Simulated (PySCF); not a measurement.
An unknown is described by computed data only.

Formula: C3H6BF.

- Dipole: 1.82 D [wB97X-D/def2-SVPD]
- UV, first state: lowest singlet excitation: 6.62 eV (187 nm, f = 0.001) [TDDFT wB97X-D/def2-SVPD]
- XPS: B1s 197.3, C1s 290.5, C1s 291.1 (×2), F1s 692.8 eV [ΔSCF SCAN, pcX-2 on the ionised atom, pcseg-1 elsewhere, spin-free X2C]
- Triplet: lowest triplet excitation (Tamm–Dancoff): 6.17 eV [TDA wB97X-D/def2-SVPD]
- 13C NMR: chemical shifts (computed TMS as zero) by class: 6.1 (1 C), 5.2 (2 C) ppm [GIAO PBE0/pcSseg-1]
- Rotational structure: rotational constants A, B, C: 15.539, 2.763, 2.668 GHz [PBE0-D3(BJ)/def2-SVP]
- NMR, other nuclei: isotropic shieldings of nuclei other than C and H, by class: 46 (1 B), 184 (1 F) ppm [GIAO PBE0/pcSseg-1]
- Valence photoelectron: vertical ionisation energy: 10.98 eV [ΔSCF wB97X-D/def2-SVPD]

Electronic properties: PySCF, gas phase, density fitting. Levels stand in brackets. Isolated species at its PBE0-D3(BJ)/def2-SVP geometry (one conformer only). Each NMR value is the plain mean over a class of atoms that symmetry, rotation or inversion makes alike.

Question: What is the compound? Reason from the data.

Answer: Numbering: `[F:1][BH:2][CH:3]1[CH2:4][CH2:5]1`. 3 carbons fall into 2 classes; from least to most shielded: ring sp3 carbon bound to boron [C3] (6.1 ppm), three-membered-ring carbon [C4/C5] (5.2 ppm, 2 C). The other shieldings belong to: 46 ppm, three-coordinate boron [B2]; 184 ppm, boron-bound fluorine [F1]. The core levels belong to: B1s 197.3 eV, three-coordinate boron [B2]; C1s 290.5 eV, sp3 carbon bound to boron [C3]; C1s 291.1 eV, three-membered-ring carbon [C4/C5]; F1s 692.8 eV, boron-bound fluorine [F1]. The first electron is taken from the HOMO, whose largest Löwdin shares are 0.21 on the sp3 carbon bound to boron, 0.20 on a three-membered-ring carbon, 0.19 on a three-membered-ring carbon and 0.15 on the three-coordinate boron. The optimised geometry has point group Cs and is an asymmetric top. Structure: `FBC1CC1`. Computed isomers that give other values at the same levels: `B[C@@H]1C[C@@H]1F` (rotational constant A: 7.921 GHz; this holds for the one conformer computed); `B/C(C)=C\F` (rotational constant A: 8.805 GHz; this holds for the one conformer computed); `C=CB(C)F` (rotational constant A: 8.826 GHz; this holds for the one conformer computed). The assignments are read from this structure; whether some other isomer fits the data as well wasn't checked.

Shape of the structure used: `[F:1][BH:2][CH:3]1[CH2:4][CH2:5]1`: F1–B2–C3–C4 -146°.
